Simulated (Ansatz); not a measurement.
Ansatz (an electronic-structure program) input (B3LYP/LANL2DZ): The .json file is the Basis Set Exchange's LANL2DZ.

Ansatz 0.2 input:
```yaml
crystal:
  periodic: [false, false, false]
  atoms:
    - {symbol: B, position_ang: [0.00005100, 0.01358400, 0.82045500]}
    - {symbol: B, position_ang: [-0.00005100, -0.01358400, -0.82045500]}
    - {symbol: H, position_ang: [1.01557100, 0.03272400, 1.49609700]}
    - {symbol: H, position_ang: [-1.01538500, 0.01682300, 1.49648600]}
    - {symbol: H, position_ang: [1.01538500, -0.01682300, -1.49648600]}
    - {symbol: H, position_ang: [-1.01557100, -0.03272400, -1.49609700]}
basis:
  gaussian:
    orbitals: LANL2DZ.json
hamiltonian:
  xc: {name: B3LYP}
total_charge: -1
magnetization: {spin_polarized: true, initial_magnetization: 1}
output: {forces: true}
```

Output:

```
Functional definition: B3LYP
integrals: 0.01 GiB planned
328 factors; integrals over basis functions are off by at most 2.8e-4 eV
mean field: 0.08 GiB planned
mean field evaluation 1: about -1415.9134 eV, gradient 8.4e0 eV
mean field evaluation 2: about -1416.1339 eV, gradient 7.2e0 eV
mean field evaluation 4: about -1416.5769 eV, gradient 6.6e-2 eV
mean field evaluation 8: about -1416.5479 eV, gradient 3.6e-4 eV
mean field -1416.54789140 eV, -52.0571748382 hartree, gradient 5.5e-6 eV, S^2 0.751264; 0 other end points of the search recorded, 0 dependent functions left out
the calculation of the forces begins
reference -1416.54813157 eV, -52.0571836645 hartree; 8, 7 occupied and 18, 19 virtual orbitals, 328 factors
Total energy: -1416.54813157 eV, -52.0571836645 hartree
Atom 0 at     0.000051     0.013584     0.820455 Å, force     0.000012     0.003252     0.196398 eV/Å
Atom 1 at    -0.000051    -0.013584    -0.820455 Å, force    -0.000012    -0.003252    -0.196398 eV/Å
Atom 2 at     1.015571     0.032724     1.496097 Å, force     0.068070     0.001460     0.055998 eV/Å
Atom 3 at    -1.015385     0.016823     1.496486 Å, force    -0.068063     0.000394     0.056024 eV/Å
Atom 4 at     1.015385    -0.016823    -1.496486 Å, force     0.068063    -0.000394    -0.056024 eV/Å
Atom 5 at    -1.015571    -0.032724    -1.496097 Å, force    -0.068070    -0.001460    -0.055998 eV/Å
Dipole moment:    -0.000000     0.000000    -0.000000 e Å
```

The dipole moment of an ion depends on the origin.

The geometry given is a B3LYP-D3(BJ)/def2-TZVP minimum.
